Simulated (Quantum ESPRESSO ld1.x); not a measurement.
The numbers below are computed, except where a source is named.
Problem. These are the eigenvalues of the occupied orbitals of an atom or ion with whole-number occupations (hartree). Code: ld1.x of Quantum ESPRESSO 7.5. Model: Dirac Kohn-Sham, LDA (Slater exchange, Perdew-Zunger correlation), spin-unpolarised, spherical densities, point nucleus.

1s1/2: -115.4216
2s1/2: -11.9745
2p1/2: -9.6045
2p3/2: -9.5223
3s1/2: -1.8535
3p1/2: -1.3091
3p3/2: -1.3008

Which element is it, and in what charge state? The configuration may be excited. Open shells, if any, fill j = l - 1/2 first.

Solution. Z = 18, argon, charge +2: Ar2+ in [Ne] 3s2 3p4. The list shows which subshells hold electrons but not how many an open one holds; the 1s level, -115.42 hartree, gives Z - s = 15.2 by -(Z - s)^2/2, which with screening and relativity narrows Z to a few neighbours, and the depths of the outer levels then fix element, charge and occupations together.
